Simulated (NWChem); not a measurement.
The numbers come from NWChem runs, not from measurements. System: H3AlSe, charge 0, spin multiplicity 1, at a geometry optimised with PBE0/def2-SVP. The structure started from a generated list of species. Level: G0W0@PBE0/def2-SVPD, RI basis def2-svpd-rifit.

Job file:

```
start mol
memory heap 200 mb stack 700 mb global 1700 mb
geometry units angstroms nocenter noautoz
  Al     0.335226     1.556697     0.000000
  H     -0.890500     2.559722     0.000000
  H      1.858242     1.996167     0.000000
  Se    -0.192539    -0.696688     0.000000
  H      1.220654    -1.105574     0.000000
  symmetry group Cs
end
basis spherical
  * library def2-svpd
end
basis "ri basis" bse spherical
  * library def2-svpd-rifit
end
dft
  xc pbe0
  iterations 100
  direct
  tolerances tight
end
task dft energy
gw
  states alpha occ 4 vir 2
end
task dft gw
```

Part of the output:

```
             Northwest Computational Chemistry Package (NWChem) 7.3.0
             --------------------------------------------------------

                                NWChem Input Module
                                -------------------

 Scaling coordinates for geometry "geometry" by  1.889725989
 (inverse scale =  0.529177249)

 Turning off AUTOSYM since
 SYMMETRY directive was detected!

                             Geometry "geometry" -> ""
                             -------------------------

 Output coordinates in angstroms (scale by  1.889725989 to convert to a.u.)

  No.       Tag          Charge          X              Y              Z
 ---- ---------------- ---------- -------------- -------------- --------------
    1 Al                  13.0000     0.33522600     1.55669700     0.00000000
    2 H                    1.0000    -0.89050000     2.55972200     0.00000000
    3 H                    1.0000     1.85824200     1.99616700     0.00000000
    4 Se                  34.0000    -0.19253900    -0.69668800     0.00000000
    5 H                    1.0000     1.22065400    -1.10557400     0.00000000

 Effective nuclear repulsion energy (a.u.)     135.6267423143

            Nuclear Dipole moment (a.u.)
            ----------------------------
        X                 Y               Z
 ---------------- ---------------- ----------------
     0.0000151178    -0.0000302356     0.0000000000

      Symmetry information
      --------------------

 Group name             Cs
 Group number              2
 Group order               2
 No. of unique centers     5

      Symmetry unique atoms

     1    2    3    4    5


 Summary of "ao basis" -> "" (spherical)
 ------------------------------------------------------------------------------
       Tag                 Description            Shells   Functions and Types
 ---------------- ------------------------------  ------  ---------------------
 *                         def2-svpd                  on all atoms

 new library libraries.bse/

 Summary of "ri basis" -> "" (spherical)
 ------------------------------------------------------------------------------
[...]
           0.000000000000           0.000000000000         451.052049752361

     Multipole analysis of the density
     ---------------------------------

     L   x y z        total         alpha         beta         nuclear
     -   - - -        -----         -----         ----         -------
     0   0 0 0     -0.000000    -25.000000    -25.000000     50.000000

     1   1 0 0      0.262686      0.131336      0.131336      0.000015
     1   0 1 0      0.158445      0.079238      0.079238     -0.000030
     1   0 0 1     -0.000000     -0.000000     -0.000000      0.000000

     2   2 0 0    -25.633673    -27.917737    -27.917737     30.201801
     2   1 1 0     -0.687333    -20.743624    -20.743624     40.799915
     2   1 0 1      0.000000      0.000000      0.000000      0.000000
     2   0 2 0    -25.473912   -119.449013   -119.449013    213.424113
     2   0 1 1     -0.000000     -0.000000     -0.000000      0.000000
     2   0 0 2    -24.299443    -12.149722    -12.149722      0.000000

 Task  times  cpu:        7.3s     wall:        7.3s

                                NWChem Input Module
                                -------------------

                                 NWChem GW Module
                                 ----------------

                             ***********************
                             ***        GW       ***
                             ***********************

 Summary of "ri basis" -> "ri basis" (spherical)
 ------------------------------------------------------------------------------
       Tag                 Description            Shells   Functions and Types
 ---------------- ------------------------------  ------  ---------------------
 Al                     def2-svpd-rifit             24       78   9s6p6d3f
 H                      def2-svpd-rifit              9       23   4s3p2d
 Se                     def2-svpd-rifit             37      143   11s10p8d5f3g

                 Memory Information
                 ------------------
          Available GA per process is          1699.9 MBs
          Available stack per process is        700.0 MBs
          Available heap per process is           0.0 MBs

          Peak memory in Initialization
              Peak GA per process is                  5.9 MBs
              Peak stack per process is               0.1 MBs
              Peak heap per process is                6.3 MBs
              Memory not in MA per process            0.0 MBs

          Peak memory in AFF Calculation
              Peak GA per process is                 28.3 MBs
              Peak stack per process is              19.5 MBs
              Peak heap per process is                0.0 MBs
              Memory not in MA per process           19.5 MBs

          Computing 2-center integrals
          Computing Inverse Cholesky factor
          Computing 3-center integrals
          Computing V_xc ...

          Computing Sigma_x
          Computing RPA polarizability
          Solving quasiparticle equations

                  Alpha Orbitals
          State     Energy (eV)     Error (eV)
          -----------------------------------
@GW        22        -12.658           0.004
@GW        23        -10.977           0.005
@GW        24        -10.120           0.004
@GW        25         -8.904           0.003
@GW        26          0.470           0.004
@GW        27          1.491           0.004

   Applying  -1.4608 eV scissor-shift to rest of particle states

   Applying   1.9919 eV scissor-shift to rest of hole states

     GW Timing Statistics
   ------------------------
   Init.   :          0.1s
     ERIs  :          0.6s
     Distr.:          0.0s
     Vxc   :          1.1s
   Sigma_x :          0.0s
   RPA     :          1.2s
   Wmn     :          0.0s
   Sigma_c :          0.0s
   GW total:          3.0s

 Task  times  cpu:        3.0s     wall:        3.0s

 Total times  cpu:       10.3s     wall:       10.3s
```
